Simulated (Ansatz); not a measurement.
CH₈OSi₃ (`[SiH3][SiH]1CO[SiH2]1`) at its PBE0-D4/def2-TZVP geometry, where that method's forces vanish. Total charge 0; spin multiplicity 1.

| atom | x (Å) | y (Å) | z (Å) |
| --- | --- | --- | --- |
| Si1 | 1.3001 | -0.5553 | 1.7928 |
| Si2 | -0.4567 | -0.6080 | 0.2567 |
| C3 | -1.1954 | 1.1216 | -0.2034 |
| O4 | -0.7573 | 1.2608 | -1.5710 |
| Si5 | -0.0175 | -0.1812 | -1.9855 |
| H6 | 2.0074 | -1.8638 | 1.8141 |
| H7 | 2.2619 | 0.5060 | 1.3913 |
| H8 | 0.8085 | -0.2577 | 3.1659 |
| H9 | -1.4703 | -1.6356 | 0.6287 |
| H10 | -2.2884 | 1.1503 | -0.1569 |
| H11 | -0.8089 | 1.9571 | 0.3867 |
| H12 | -0.7569 | -0.9212 | -3.0464 |
| H13 | 1.3735 | 0.0268 | -2.4731 |

**Question.** For each bond, give half the difference of the two atoms' forces along it (eV/Å; positive pushes the atoms apart) under PBE-D4, r2SCAN-D4, B3LYP-D4, ωB97M-V in def2-TZVPP. (Estimate.)

**Answer.** Ansatz gave: 
| bond | length (Å) | PBE-D4 | r2SCAN-D4 | B3LYP-D4 | ωB97M-V |
| --- | --- | --- | --- | --- | --- |
| Si1–Si2 | 2.334 | -0.12 | -0.02 | 0.07 | 0.08 |
| Si1–H6 | 1.488 | 0.09 | -0.02 | -0.06 | -0.10 |
| Si1–H7 | 1.488 | 0.10 | -0.01 | -0.07 | -0.10 |
| Si1–H8 | 1.489 | 0.09 | -0.02 | -0.07 | -0.11 |
| Si2–C3 | 1.936 | 0.04 | 0.03 | 0.12 | 0.00 |
| Si2–Si5 | 2.324 | 0.05 | 0.06 | 0.18 | 0.09 |
| Si2–H9 | 1.490 | 0.07 | -0.03 | -0.12 | -0.12 |
| C3–O4 | 1.443 | 0.31 | 0.35 | 0.34 | 0.27 |
| C3–H10 | 1.094 | 0.08 | -0.06 | -0.15 | -0.12 |
| C3–H11 | 1.094 | 0.08 | -0.06 | -0.15 | -0.11 |
| O4–Si5 | 1.673 | 0.39 | 0.04 | 0.10 | 0.06 |
| Si5–H12 | 1.490 | 0.02 | -0.03 | -0.14 | -0.15 |
| Si5–H13 | 1.489 | 0.03 | -0.03 | -0.14 | -0.14 |

B3LYP here is the variant with VWN-RPA as its local correlation; programs differ in this.
